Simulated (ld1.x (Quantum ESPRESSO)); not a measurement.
# Transferability test, ultrasoft potential for indium

In, ultrasoft, made with ld1.x (Quantum ESPRESSO) 7.5 (BLYP, scalar-relativistic). Core [Ar] 3d10, reference 4s2 4p6 4d10 5s2 5p1. Waves: 4s (bound): rcut 1.25, rcutus 1.35 bohr; 5s (bound): rcut 1.25, rcutus 1.35 bohr; 4p (bound): rcut 1.20, rcutus 1.35 bohr; 5p (bound): rcut 1.20, rcutus 1.35 bohr; 4d (bound): rcut 0.80, rcutus 1.10 bohr; 4d channel at -0.25 Ry: rcut 0.80, rcutus 1.10 bohr. Local part: all-electron potential smoothed inside 1.25 bohr (lloc = -2). Core correction: none. Augmentation charge: PSQ, inside the norm-conserving radii.

Energies are relative to the spin-unpolarised reference configuration 4s2 4p6 4d10 5s2 5p1; without spin polarisation the order of configurations can differ from experiment.

Question: Give the all-electron excitation energy and the error of the potential for: 4s2 4p6 4d10 5s2 5p0; 4s2 4p6 4d10 5s1 5p0; 4s2 4p6 4d10 5s0 5p0; 4s2 4p6 4d10 5s1 5p2; 4s2 4p6 4d9 5s2 5p2; 4s2 4p6 4d9 5s0 5p0; 4s2 4p6 4d10 5s0 5p3.

Answer:

| valence configuration | charge | ΔE all-electron (eV) | error AE − PS (meV) |
| --- | --- | --- | --- |
| 4s2 4p6 4d10 5s2 5p0 | +1 | 5.357 | -1.2 |
| 4s2 4p6 4d10 5s1 5p0 | +2 | 24.680 | -3.2 |
| 4s2 4p6 4d10 5s0 5p0 | +3 | 53.217 | -22 |
| 4s2 4p6 4d10 5s1 5p2 | 0 | 5.867 | -4.6 |
| 4s2 4p6 4d9 5s2 5p2 | 0 | 18.176 | +21 |
| 4s2 4p6 4d9 5s0 5p0 | +4 | 109.461 | -46 |
| 4s2 4p6 4d10 5s0 5p3 | 0 | 12.037 | -19 |

Levels in the configuration 4s2 4p6 4d10 5s0 5p0:

| level | all-electron (eV) | pseudo (eV) |
| --- | --- | --- |
| 4s | -149.138 | -149.238 |
| 4p | -107.583 | -107.628 |
| 4d | -47.758 | -47.776 |

ld1.x printed “convergence not achieved” for 7 of the counted tests; their residual had stalled under 1e-8, short of the target of 1e-14.
